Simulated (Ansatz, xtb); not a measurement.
**Two isomers of C3H10GeO**

Structure a: `C[O][GeH]([CH3])[CH3]`, a singlet. Structure b: `CC[O][GeH2][CH3]`, a singlet. Both are isolated molecules in the gas phase, relaxed with r2SCAN-D4/def2-SVP; the shapes shown needn't be the lowest conformers.

a (Å):

| atom | x (Å) | y (Å) | z (Å) |
| --- | --- | --- | --- |
| C | -2.8570 | 1.6883 | -0.8497 |
| C | -0.1774 | -0.6290 | -0.6022 |
| C | 0.5456 | 1.4803 | 1.7386 |
| Ge | -0.8672 | 0.6054 | 0.7415 |
| O | -1.7140 | 1.9579 | -0.0806 |
| H | -3.2654 | 2.6428 | -1.2224 |
| H | -3.6578 | 1.1878 | -0.2663 |
| H | -2.6416 | 1.0526 | -1.7335 |
| H | -1.8945 | -0.1051 | 1.6569 |
| H | 0.3996 | -1.4343 | -0.1213 |
| H | -0.9922 | -1.0912 | -1.1794 |
| H | 0.4852 | -0.0924 | -1.2984 |
| H | 0.1196 | 2.2236 | 2.4281 |
| H | 1.1270 | 0.7500 | 2.3215 |
| H | 1.2241 | 1.9971 | 1.0435 |

b (Å):

```xyz
15

C     1.3667   -1.9634   -1.5088
C     0.5803   -0.9013   -0.7687
C     0.2787    2.4106    0.5500
Ge   -0.5260    1.6239   -1.0406
O     0.4583    0.2357   -1.5995
H     0.8491   -2.2403   -2.4400
H     2.3640   -1.5807   -1.7750
H     1.4891   -2.8666   -0.8904
H     1.0969   -0.6477    0.1823
H    -0.4197   -1.2988   -0.4883
H    -1.9532    1.1144   -0.7389
H    -0.5102    2.5846   -2.2351
H    -0.2708    3.3178    0.8457
H     0.2557    1.7038    1.3927
H     1.3247    2.6847    0.3464
```

Question: Which of the two would you expect CCSD(T)/def2-SVP + ΔMP2/def2-TZVPP electronic energies to favour?

Answer: Structure a; the calculation gives E(b) − E(a) = +0.270 eV.

Level by level:

| level | geometry | E(b) − E(a) (eV) | departure from the last row (eV) | job, with rough time for the two |
| --- | --- | --- | --- | --- |
| GFN2-xTB | GFN2-xTB | −0.230 | −0.500 | optimisation, 0.17 s |
| HF/STO-3G | GFN2-xTB | +0.229 | −0.041 | single point, 0.32 s |
| r2SCAN-D4/def2-SVP//GFN2-xTB | GFN2-xTB | +0.206 | −0.064 | single point, 3.1 s |
| r2SCAN-D4/def2-SVP | r2SCAN-D4/def2-SVP | +0.179 | −0.092 | optimisation, 45 s |
| HF/def2-SVP | r2SCAN-D4/def2-SVP | +0.138 | −0.132 | part of the CCSD(T) run |
| MP2/def2-SVP | r2SCAN-D4/def2-SVP | +0.155 | −0.116 | part of the CCSD(T) run |
| CCSD(T)/def2-SVP | r2SCAN-D4/def2-SVP | +0.121 | −0.149 | single point |
| CCSD(T)/def2-SVP + ΔMP2/def2-TZVPP | r2SCAN-D4/def2-SVP | +0.270 |  | single point, 60 s |

As drawn, b has 1 C–C, 1 Ge–H in place of 1 C–Ge, 1 C–H.

GFN2-xTB puts the two in the other order. The largest departure from CCSD(T)/def2-SVP + ΔMP2/def2-TZVPP is that of GFN2-xTB, 0.500 eV. The last row adds to CCSD(T) the change of the MP2 difference between the two basis sets, here +0.149 eV, a large step that makes the value less sure.

With thermal terms from frequencies at re-optimised GFN2-xTB minima (ideal gas, soft modes damped towards free rotors, one conformer each, 298.15 K, 1 atm): on the last row, ΔE + ΔZPE = +0.267, ΔH = +0.245, ΔG = +0.296 eV.

The correlated steps freeze 13 core orbitals; the filled d shell of Ge is correlated, in a basis made for valence electrons. Codes used: Ansatz 0.2.0, xtb 6.7.1; the last row on 4 threads of Arm Neoverse V2 on a shared host.
